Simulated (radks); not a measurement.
Values are calculated unless marked as measured or tabulated.
Problem. Radial electron density D(r) = 4 pi r^2 rho(r) of an atom or ion with 21 electrons. Level of theory: Dirac Kohn-Sham, PBE, spin-unpolarised, spherical densities, finite nucleus; Fermi nuclear charge, rms radius of each element as measured or else 0.836 A^(1/3) + 0.57 fm (a radial shooting solver on a logarithmic mesh with Libxc functionals).

| r (bohr) | D(r) (e/bohr) |
|---|---|
| 0.003913 | 1.242 |
| 0.005095 | 1.985 |
| 0.006688 | 3.166 |
| 0.008708 | 4.878 |
| 0.01143 | 7.404 |
| 0.01488 | 10.72 |
| 0.01938 | 14.82 |
| 0.02544 | 19.48 |
| 0.03312 | 23.55 |
| 0.04348 | 25.98 |
| 0.05661 | 25.63 |
| 0.07431 | 22.78 |
| 0.09676 | 19.95 |
| 0.126 | 20.18 |
| 0.1654 | 24.29 |
| 0.2153 | 27.91 |
| 0.2827 | 25.32 |
| 0.3681 | 16.76 |
| 0.4831 | 9.194 |
| 0.6291 | 8.296 |
| 0.8191 | 10.20 |
| 1.075 | 9.049 |
| 1.4 | 5.252 |
| 1.838 | 2.175 |
| 2.393 | 0.9673 |
| 3.141 | 0.5310 |
| 4.09 | 0.2434 |
| 5.325 | 0.06650 |
| 6.99 | 0.008215 |
| 9.102 | 0.0004125 |

What is the nuclear charge?

Solution. Z = 22. The innermost maximum, from 1s, lies near gamma/Z bohr with gamma = sqrt(1 - (Z/c)^2) = 0.987, here 0.0449 bohr (found: 0.0479), and its height grows with Z. The density is that of the titanium ion Ti+ in [Ar] 3d2 4s1; the configuration itself is not fixed sharply by these data, and Z only to about a unit. D(r) has 3 maxima, at r = 0.0479, 0.226, 0.873 bohr, and minima at 0.109, 0.567 bohr, inside which lie 2.14, 10.42 electrons.
